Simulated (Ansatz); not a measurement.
The first iterations of a band of B$_{2}$H$_{4}$SSi (8 atoms, charge 0, multiplicity 1).

Method: UKS PBE0/cc-pVDZ (Ansatz).

```json
{
 "movable images": "7",
 "climbing image": "yes",
 "spring": "5.0 eV/Å²",
 "optimiser": "quadratic models (default)",
 "start path": "through a guess of the saddle point",
 "force threshold": "0.05 eV/Å",
 "iteration limit": "60",
 "end points": "relaxed"
}
```

Image 0:

```xyz
8
Properties=species:S:1:pos:R:3
B -0.378 1.646 -0.067
Si 0.662 -0.034 -0.108
B -0.167 -1.745 0.448
S -0.252 -1.688 -1.303
H 0.115 2.680 0.313
H -1.548 1.618 -0.358
H 2.148 -0.015 -0.282
H -0.487 -2.520 1.300
```

Image 8:

```xyz
8
Properties=species:S:1:pos:R:3
B -0.357 1.663 -0.197
Si 0.548 0.005 0.331
B -0.307 -1.484 1.545
S -0.697 -1.678 -0.546
H 0.210 2.722 -0.099
H -1.529 1.634 -0.479
H 1.975 -0.269 -0.033
H 0.249 -2.651 -0.578
```

| iteration | highest image above the first end (eV) | largest band force component (eV/Å) |
| --- | --- | --- |
| 1 | 4.492 | 3.543 |
| 2 | 3.716 | 1.529 |
| 3 | 3.649 | 2.122 |

Does the band converge within its limit, and where does its top end?

The run converged. It ended after 11 iterations with the highest image 3.633 eV above the first end. Neighbouring images differ by up to 1.4 eV, so the band resolves the path poorly. A vibrational analysis at the climbing image gives one clearly imaginary mode, 511i cm⁻¹: a first-order saddle point.

The run took 4.3 min on 2 threads of Arm Neoverse V2 (shared host), peak memory 0.26 GiB.
